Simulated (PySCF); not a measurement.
Magnetic susceptibility: `[GeH4]`, GeH₄

Geometry:
```
atom   x (Å)   y (Å)   z (Å)
 Ge1   0.108   0.175  -0.133
  H2  -0.512  -0.709  -1.227
  H3   0.678  -0.715   0.983
  H4  -0.972   1.101   0.451
  H5   1.237   1.024  -0.739
```

Computed with GIAO B3LYP/aug-pcSseg-1 magnetisability, rotational g tensor and spin-rotation constants, non-relativistic, gas phase in PySCF 2.14.0. Geometry: PBE0-D3(BJ)/def2-SVP.

The calculation is non-relativistic, which matters for the atoms heavier than Zn.

Question: What are the magnetisability and the molar susceptibility?

Answer: Isotropic -561 × 10⁻³⁰ J/T², or -33.8 × 10⁻⁶ cm³/mol; principal values -561, -561, -561 × 10⁻³⁰ J/T², anisotropy 0 × 10⁻³⁰ J/T² (root of half the summed squared differences of the principal values). The susceptibility is in cgs units.

Question: Split it along the inertial axes a, b, c into diamagnetic and paramagnetic parts about the centre of mass, with the quadrupole moment.

Answer: 
| axis | χ (10⁻⁶ cm³/mol) | diamagnetic (10⁻⁶ cm³/mol) | paramagnetic (10⁻⁶ cm³/mol) | summed x² of all electrons (Å²) | quadrupole Θ (D Å) |
| --- | --- | --- | --- | --- | --- |
| a | -33.8 | -63.9 | 30.1 | 7.5 | 0.00 |
| b | -33.8 | -63.9 | 30.1 | 7.5 | 0.00 |
| c | -33.8 | -63.9 | 30.1 | 7.5 | 0.00 |

Anisotropies 2χaa − χbb − χcc = 0.0 and 2χbb − χaa − χcc = 0.0 × 10⁻⁶ cm³/mol. Θ is traceless in Buckingham's convention.

Question: And the rotational g tensor?

Answer: 
```tsv
axis	rotational constant (GHz)	g	nuclear part	electronic part
a	79.5948	-0.1270	0.9996	-1.1265
b	79.5776	-0.1269	0.9994	-1.1263
c	79.5755	-0.1269	0.9994	-1.1263
```
Spherical top; isotopes 74Ge, 1H; no vibrational averaging.
